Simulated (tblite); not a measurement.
Species: C₅H₁₀N₂SeSi.
Atom-mapped SMILES: `[CH2:1]=[C:2]([CH3:3])[CH2:4][Si@:5]([NH2:6])([SeH:7])[C:8]#[N:9]` (hydrogens: H10, H11 on C1; H12, H13, H14 on C3; H15, H16 on C4; H17, H18 on N6; H19 on Se7)

Computed with GFN2-xTB (tblite), gas phase: L-BFGS steps from a force-field or distance-geometry start until the largest atomic force falls under 0.01 eV/Å.

Step 152: E = -721.2999 eV
```
atom  x, y, z in Å  |  force x, y, z in eV/Å
C1     -1.4935    0.5661    1.4263    0.003  -0.006   0.002
C2     -1.3124    0.3063    0.1380    0.043   0.007   0.034
C3     -1.8511    1.1878   -0.9448   -0.045  -0.051   0.008
C4     -0.4885   -0.8606   -0.3125   -0.013   0.025   0.028
Si5     1.3944   -0.5277   -0.1422   -0.006   0.007  -0.011
N6      2.0121   -1.3523    1.2345   -0.003   0.055  -0.054
Se7     1.9434    1.6848    0.1688   -0.058  -0.020  -0.035
C8      2.1917   -1.0309   -1.7702    0.042  -0.022  -0.007
N9      2.6944   -1.3599   -2.7452   -0.037   0.020   0.045
H10    -2.0606    1.4160    1.7650   -0.031  -0.009  -0.009
H11    -1.0983   -0.0812    2.1913    0.015   0.017   0.004
H12    -1.0375    1.5807   -1.5530    0.048   0.012  -0.024
H13    -2.5089    0.6175   -1.6021    0.021   0.017   0.014
H14    -2.4130    2.0190   -0.5264    0.010   0.011  -0.017
H15    -0.7125   -1.7282    0.3065    0.006  -0.011  -0.007
H16    -0.7308   -1.1152   -1.3437    0.027   0.010   0.011
H17     2.0034   -2.3550    1.3044   -0.050  -0.069  -0.020
H18     2.8130   -0.9721    1.7129    0.033   0.018   0.014
H19     0.6450    2.0142    0.6849   -0.003  -0.011   0.022
```

Step 153: E = -721.3012 eV
```
atom  x, y, z in Å  |  force x, y, z in eV/Å
C1     -1.5221    0.5552    1.4285    0.028  -0.011  -0.030
C2     -1.3138    0.3009    0.1429   -0.001  -0.009   0.036
C3     -1.8188    1.1929   -0.9486    0.000  -0.027   0.024
C4     -0.4948   -0.8742   -0.2919   -0.006  -0.024   0.020
Si5     1.3866   -0.5242   -0.1481    0.005  -0.036   0.006
N6      2.0190   -1.3460    1.2243    0.006   0.117  -0.064
Se7     1.9296    1.6874    0.1604   -0.023   0.004  -0.043
C8      2.1774   -1.0192   -1.7812    0.019  -0.019  -0.014
N9      2.6684   -1.3418   -2.7642   -0.023   0.015   0.039
H10    -2.0834    1.4130    1.7562   -0.038  -0.007   0.011
H11    -1.1510   -0.1011    2.1989   -0.002   0.040  -0.011
H12    -0.9864    1.5681   -1.5459   -0.004  -0.005   0.002
H13    -2.4813    0.6387   -1.6140    0.029   0.000   0.006
H14    -2.3689    2.0354   -0.5362    0.023   0.013  -0.027
H15    -0.7068   -1.7280    0.3527    0.015   0.027  -0.041
H16    -0.7454   -1.1574   -1.3148    0.018   0.039   0.044
H17     2.0205   -2.3477    1.2919   -0.047  -0.113  -0.013
H18     2.8227   -0.9580    1.6917    0.033   0.003   0.021
H19     0.6386    2.0153    0.6898   -0.032  -0.006   0.034
```

Step 154: E = -721.3019 eV
```
atom  x, y, z in Å  |  force x, y, z in eV/Å
C1     -1.5278    0.5533    1.4279    0.025   0.006   0.004
C2     -1.3128    0.3004    0.1440   -0.017  -0.034   0.011
C3     -1.8123    1.1926   -0.9482    0.018   0.011   0.016
C4     -0.4956   -0.8757   -0.2878    0.023   0.008   0.007
Si5     1.3839   -0.5242   -0.1494    0.037  -0.040   0.028
N6      2.0201   -1.3446    1.2221    0.033   0.079  -0.044
Se7     1.9250    1.6866    0.1562   -0.015   0.023  -0.041
C8      2.1747   -1.0184   -1.7817    0.000  -0.013  -0.006
N9      2.6607   -1.3396   -2.7674   -0.004   0.005   0.013
H10    -2.0897    1.4120    1.7515   -0.039  -0.005   0.024
H11    -1.1603   -0.1036    2.1990   -0.003   0.036   0.004
H12    -0.9770    1.5646   -1.5437   -0.009  -0.005  -0.002
H13    -2.4760    0.6425   -1.6143    0.015  -0.018  -0.010
H14    -2.3587    2.0374   -0.5364    0.014   0.024  -0.028
H15    -0.7055   -1.7264    0.3572   -0.001  -0.028   0.012
H16    -0.7449   -1.1623   -1.3080   -0.007   0.031  -0.016
H17     2.0246   -2.3481    1.2888   -0.035  -0.039  -0.010
H18     2.8236   -0.9515    1.6879   -0.002  -0.034   0.005
H19     0.6380    2.0143    0.6949   -0.034  -0.007   0.034
```

Step 155: E = -721.3026 eV
```
atom  x, y, z in Å  |  force x, y, z in eV/Å
C1     -1.5406    0.5496    1.4281    0.022   0.017   0.001
C2     -1.3131    0.2987    0.1459   -0.025  -0.031   0.007
C3     -1.7970    1.1954   -0.9500    0.021   0.017   0.013
C4     -0.4973   -0.8807   -0.2779    0.032  -0.001  -0.007
Si5     1.3826   -0.5252   -0.1510    0.029  -0.020   0.017
N6      2.0289   -1.3421    1.2171    0.019   0.045  -0.043
Se7     1.9155    1.6877    0.1547   -0.018   0.027  -0.038
C8      2.1652   -1.0149   -1.7884    0.002  -0.014  -0.010
N9      2.6453   -1.3323   -2.7782   -0.004   0.005   0.017
H10    -2.1008    1.4115    1.7470   -0.034  -0.015   0.028
H11    -1.1846   -0.1119    2.2007   -0.008   0.045   0.007
H12    -0.9551    1.5606   -1.5409   -0.009  -0.016   0.002
H13    -2.4622    0.6519   -1.6204    0.020  -0.019  -0.007
H14    -2.3377    2.0462   -0.5428    0.012   0.017  -0.021
H15    -0.7011   -1.7246    0.3782   -0.010  -0.028   0.004
H16    -0.7510   -1.1787   -1.2943   -0.004   0.034  -0.002
H17     2.0343   -2.3461    1.2839   -0.023  -0.014  -0.002
H18     2.8304   -0.9447    1.6822    0.005  -0.041   0.006
H19     0.6285    2.0088    0.6987   -0.025  -0.008   0.031
```

Task: Estimate the geometry and energy of step 156. (The exact step hangs on the optimiser's Hessian estimate; all steps are aligned on step 155, rigid shifts and turns removed.)

Result: E = -721.3039 eV, largest force 0.068 eV/Å
```
atom  x, y, z in Å  |  force x, y, z in eV/Å
C1     -1.5577    0.5473    1.4284    0.013   0.013  -0.014
C2     -1.3119    0.2984    0.1491   -0.028  -0.021   0.010
C3     -1.7765    1.1979   -0.9524    0.038   0.030  -0.001
C4     -0.4961   -0.8841   -0.2641    0.035  -0.014   0.002
Si5     1.3843   -0.5263   -0.1521    0.004   0.032  -0.029
N6      2.0439   -1.3398    1.2082   -0.009  -0.012  -0.021
Se7     1.9023    1.6899    0.1563   -0.009   0.030  -0.037
C8      2.1508   -1.0120   -1.7983    0.028  -0.020  -0.054
N9      2.6198   -1.3237   -2.7955   -0.025   0.016   0.061
H10    -2.1214    1.4085    1.7422   -0.028  -0.008   0.027
H11    -1.2163   -0.1200    2.2018   -0.004   0.042   0.032
H12    -0.9285    1.5549   -1.5394    0.010  -0.024   0.012
H13    -2.4397    0.6599   -1.6276   -0.011  -0.035  -0.019
H14    -2.3111    2.0557   -0.5531   -0.005   0.020  -0.008
H15    -0.6926   -1.7193    0.4059   -0.021  -0.024  -0.014
H16    -0.7561   -1.1942   -1.2749   -0.001   0.022  -0.004
H17     2.0423   -2.3439    1.2779    0.000   0.006   0.012
H18     2.8411   -0.9398    1.6763    0.031  -0.045   0.015
H19     0.6137    1.9997    0.7040   -0.019  -0.009   0.029
```

The energy changes by -0.0012 eV. The first-order estimate −F·Δx gives -0.0019 eV and the mean of the old and new forces, exact on a quadratic surface, -0.0012 eV. The step makes an angle of 83° with the force vector and moves no atom by more than 0.033 Å.

The cost below is that of the whole relaxation. Time: 2.3 s wall. Hardware: Arm Neoverse V2, one thread, shared host with 64 logical CPUs at a one-minute load of 22.
